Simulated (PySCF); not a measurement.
**Peak assignment**

Geometry:
```csv
atom,x (Å),y (Å),z (Å)
C1,-1.832,-2.433,-1.957
C2,-1.671,-1.445,-1.272
C3,-1.538,-0.263,-0.473
C4,-0.221,0.159,-0.013
C5,0.950,-0.488,-0.147
F6,1.032,-1.673,-0.751
C7,2.278,-0.007,0.347
C8,2.828,-0.956,1.413
C9,3.259,0.158,-0.816
C10,-2.702,0.407,-0.208
C11,-2.937,1.610,0.555
C12,-4.142,2.174,0.735
F13,-1.874,2.198,1.122
H14,-1.955,-3.314,-2.560
H15,-0.168,1.113,0.507
H16,2.103,0.979,0.806
H17,3.802,-0.599,1.781
H18,2.143,-1.034,2.270
H19,2.971,-1.965,0.998
H20,4.224,0.543,-0.452
H21,3.443,-0.808,-1.309
H22,2.871,0.858,-1.570
H23,-3.615,-0.018,-0.628
H24,-4.240,3.084,1.328
H25,-5.029,1.727,0.290
```

Fast rotation and ring inversion assumed for equivalent nuclei, gas phase, no relativistic terms, one conformer. J: B3LYP/pcJ-1 (spin–dipole term only in couplings to heteroatoms); PBE0-D3(BJ)/def2-SVP geometry; KT3/pcSseg-1 with gauge-including orbitals; PySCF.

References, each an isolated molecule treated in the same way: TMS for 13C (σref 182.31), 1H (σref 31.32).

Q: Assign these signals to the numbered atoms. 13C{1H} NMR (computed): δ 164.6 (C, d, J = 359.2 Hz), 161.2 (C, d, J = 324.2 Hz), 121.3 (CH, d, J = 19.4 Hz), 113.0 (C, dd, J = 12.4, 5.1 Hz), 98.2 (CH, d, J = 2.8 Hz), 91.8 (CH2, d, J = 28.2 Hz), 80.4 (C), 78.0 (CH), 39.4 (CH, d, J = 22.6 Hz), 22.0 (CH3).

A: 
164.6 → C5, fully substituted alkene carbon: an sp2 carbon of a C=C bond
161.2 → C11, fully substituted alkene carbon
121.3 → C10, alkene CH: the olefinic region
113.0 → C3, fully substituted alkene carbon: the olefinic region
98.2 → C4, alkene CH
91.8 → C12, terminal =CH2 carbon
80.4 → C2, alkyne carbon: the triple bond shields along its axis, which puts it between sp3 and sp2 carbons
78.0 → C1, terminal alkyne carbon: sp carbons lie upfield of alkene carbons because the cylindrical π system leaves one tensor component strongly shielded
39.4 → C7, allylic sp3 CH: a saturated carbon with 3 carbon neighbours and no heteroatom attached
22.0 → C8/C9, methyl carbon: saturated and bonded to C and H only

Q: Assign these signals to the numbered atoms. 1H NMR (600 MHz, computed): δ 6.16 (dd, J = 29.3, 2.6 Hz, 1H), 5.61 (ddd, J = 30.2, 2.4, 1.0 Hz, 1H), 4.62 (dd, J = 15.7, 2.4 Hz, 1H), 4.39 (dd, J = 43.7, 2.4 Hz, 1H), 3.24 (dd, J = 1.2, 1.0 Hz, 1H), 2.01 (d of sept, J = 27.5, 7.7 Hz, 1H), 1.17 (d, J = 7.7 Hz, 6H).

A: 
6.16 → H15, hydrogen on an alkene CH: attached to an sp2 carbon and in the plane of the double bond
5.61 → H23, hydrogen on an alkene CH
4.62 → H24, hydrogen on a terminal =CH2 carbon: olefinic region
4.39 → H25, hydrogen on a terminal =CH2 carbon
3.24 → H14, hydrogen on a terminal alkyne carbon: it lies on the axis of the triple bond, in its shielding cone
2.01 → H16, hydrogen on an allylic sp3 CH: allylic position
1.17 → H17/H18/H19/H20/H21/H22, hydrogen on a methyl carbon

C–F couplings over four or more bonds (about 3 Hz to the para carbon of a fluoroarene) are left out. Common functionals overestimate the size of one-bond C–F couplings by tens of Hz; these are unscaled. Multiplet labels drop couplings under 1 Hz and merge nearly equal ones. Unscaled 3J(H,H) at this level run about 10 % above measured values. Shifts are as computed, not scaled to solution data. Of 1211 compounds with measured shifts, 218 miss one by over three times the rms of a fit or turn the order of signals round; such compounds aren't used in these exercises. Only one conformer was computed, so three-bond couplings in flexible chains and rings are approximate.
